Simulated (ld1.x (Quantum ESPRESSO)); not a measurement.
**Varying the ultrasoft potential for dysprosium (Dy)**

Base potential:

Dy (Z = 66), ultrasoft, made with ld1.x (Quantum ESPRESSO) 7.5 (PBE, scalar-relativistic). Core [Kr] 4d10, reference 4f10 5s2 5p6 5d0.5 6s1.5 6p0. Waves: 5s (bound): rcut 1.85, rcutus 2.20 bohr; 6s (bound): rcut 1.85, rcutus 2.20 bohr; 5p (bound): rcut 2.50, rcutus 2.65 bohr; 6p (bound, empty): rcut 2.50, rcutus 2.65 bohr; 5d (bound): rcut 3.30, rcutus 3.75 bohr; 5d channel at 0.25 Ry: rcut 3.30, rcutus 3.75 bohr; 4f (bound): rcut 1.25, rcutus 1.55 bohr; 4f channel at 4.05 Ry: rcut 1.25, rcutus 1.55 bohr. Local part: all-electron potential smoothed inside 1.95 bohr (lloc = -2). Core correction: none. Augmentation charge: PSQ, inside the norm-conserving radii.

All-electron outer shells of the reference configuration (PBE, scalar-relativistic, ld1.x):

```json
{"shell": "4p", "level (eV)": "-291.20", "outermost node (bohr)": "0.28", "outermost maximum (bohr)": "0.51"}
{"shell": "4d", "level (eV)": "-152.61", "outermost node (bohr)": "0.26", "outermost maximum (bohr)": "0.53"}
{"shell": "5s", "level (eV)": "-48.46", "outermost node (bohr)": "0.63", "outermost maximum (bohr)": "1.16"}
{"shell": "5p", "level (eV)": "-24.92", "outermost node (bohr)": "0.67", "outermost maximum (bohr)": "1.33"}
{"shell": "6s", "level (eV)": "-3.62", "outermost node (bohr)": "1.58", "outermost maximum (bohr)": "3.48"}
{"shell": "4f", "level (eV)": "-2.69", "outermost node (bohr)": "–", "outermost maximum (bohr)": "0.54"}
{"shell": "6p", "level (eV)": "-1.13", "outermost node (bohr)": "1.93", "outermost maximum (bohr)": "4.94"}
{"shell": "5d", "level (eV)": "-0.98", "outermost node (bohr)": "0.76", "outermost maximum (bohr)": "2.17"}
```

Cutoffs, loose and tight: the cutoffs (Ry, on a coarse ladder) from which the occupation-weighted sum of valence levels, in a spherical-Bessel basis at the reference potential, stays within 10 and 1 mRy of its value at 400 Ry. They do not see the model core or the augmentation charge, which bear on the density cutoff. Test errors are all-electron minus pseudo excitation energies from the reference, over the configurations 4f10 5s2 5p6 5d0 6s2 6p0; 4f10 5s2 5p6 5d0 6s1 6p0; 4f10 5s2 5p6 5d0 6s0 6p0; 4f8 5s2 5p6 5d0 6s0 6p0; 4f9 5s2 5p6 5d1 6s1 6p0; 4f10 5s2 5p6 5d1 6s1 6p0; 4f9 5s2 5p6 5d1 6s2 6p0. A dash means not determined; rows that change the core or the reference have their own tests. The largest error is taken over the tests solved by every variant that gives reliable tests at all: 4f10 5s2 5p6 5d0 6s0 6p0; 4f10 5s2 5p6 5d0 6s1 6p0; 4f10 5s2 5p6 5d0 6s2 6p0.

Cutoffs are not given where the Bessel-basis levels miss the radial ones by over 6 mRy, ghosts where they miss by over 20 mRy; a channel whose overlap is not positive is not tested.

A file whose overlap is not positive is unfit for use, and its test errors describe a broken file.

| change | outcome | bound ghosts | largest test error (meV) |
| --- | --- | --- | --- |
| base | generated, overlap not positive | not determined (overlap not positive) | +27 |
| waves 5s (bound): rcut 1.34, rcutus 1.42 bohr; 6s (bound): rcut 1.34, rcutus 1.42 bohr | generated, overlap not positive | not determined (overlap not positive) | +17 |
| waves 5s (bound): rcut 1.50, rcutus 1.58 bohr; 6s (bound): rcut 1.50, rcutus 1.58 bohr | generated, overlap not positive | not determined (overlap not positive) | +17 |
| waves 5s (bound): rcut 1.76, rcutus 1.86 bohr; 6s (bound): rcut 1.76, rcutus 1.86 bohr | generated, overlap not positive | not determined (overlap not positive) | +23 |
| waves 5s (bound): rcut 1.85, rcutus 2.06 bohr; 6s (bound): rcut 1.85, rcutus 2.06 bohr | generated, overlap not positive | not determined (overlap not positive) | +27 |
| waves 5s (bound): rcut 1.85, rcutus 2.30 bohr; 6s (bound): rcut 1.85, rcutus 2.30 bohr | generated, overlap not positive | not determined (overlap not positive) | +23 |
| waves 5s (bound): rcut 1.85, rcutus 2.42 bohr; 6s (bound): rcut 1.85, rcutus 2.42 bohr | generated, overlap not positive | not determined (overlap not positive) | +23 |
| waves 5s (bound): rcut 1.85, rcutus 2.68 bohr; 6s (bound): rcut 1.85, rcutus 2.68 bohr | generated, overlap not positive | not determined (overlap not positive) | +19 |
| waves 5s (bound): rcut 1.85, rcutus 2.84 bohr; 6s (bound): rcut 1.85, rcutus 2.84 bohr | generated, overlap not positive | not determined (overlap not positive) | test run stopped at test 1 of 7 (negative rho) |
| waves 5s (bound): rcut 1.85, rcutus 3.10 bohr; 6s (bound): rcut 1.85, rcutus 3.10 bohr | generated, overlap not positive | not determined (overlap not positive) | test run stopped at test 1 of 7 (negative rho) |
| waves 5s (bound): rcut 1.85, rcutus 3.26 bohr; 6s (bound): rcut 1.85, rcutus 3.26 bohr | generated, overlap not positive | not determined (overlap not positive) | test run stopped at test 1 of 7 (negative rho) |
